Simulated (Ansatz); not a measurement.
Gas-phase reaction in SMILES: F[SiH2][SiH](F)F → F[SiH](F)[SiH2] + F atom (the F-Si bond at the site shown breaks; other sites are not compared here)
Each molecule is optimised on its own at B3LYP-D3(BJ)/def2-TZVP (Ansatz, an electronic-structure program), one conformer each, not searched for the lowest.

Quantity: bond dissociation energy (electronic energy difference), in kcal/mol. Cores are frozen in the correlated levels unless marked. UHF or UKS for open shells. Spin-orbit coupling is left out. Non-relativistic. CBS(X,Y): correlation extrapolated as X^-3; Hartree-Fock from the larger set.

| level | program | bond dissociation energy (kcal/mol) |
|---|---|---|
| r2SCAN0-D4/def2-TZVPD | Ansatz + dftd4 | 137.7 |
| HSE06-D4/def2-TZVPD | Ansatz + dftd4 | ? |
| LC-wPBE/def2-TZVPD | Ansatz | 143.8 |
| SCS-MP2/6-31G* | Ansatz | 141.4 |
| SCS-MP2/cc-pwCVTZ | Ansatz | 148.7 |
| CCSD(T)/CBS(aug-cc-pV(T+d)Z,aug-cc-pV(Q+d)Z) | Ansatz | ? |

Problem. Complete the blanks.

Solution. 
- HSE06-D4/def2-TZVPD, bond dissociation energy (kcal/mol): 140.4
- CCSD(T)/CBS(aug-cc-pV(T+d)Z,aug-cc-pV(Q+d)Z), bond dissociation energy (kcal/mol): 148.5
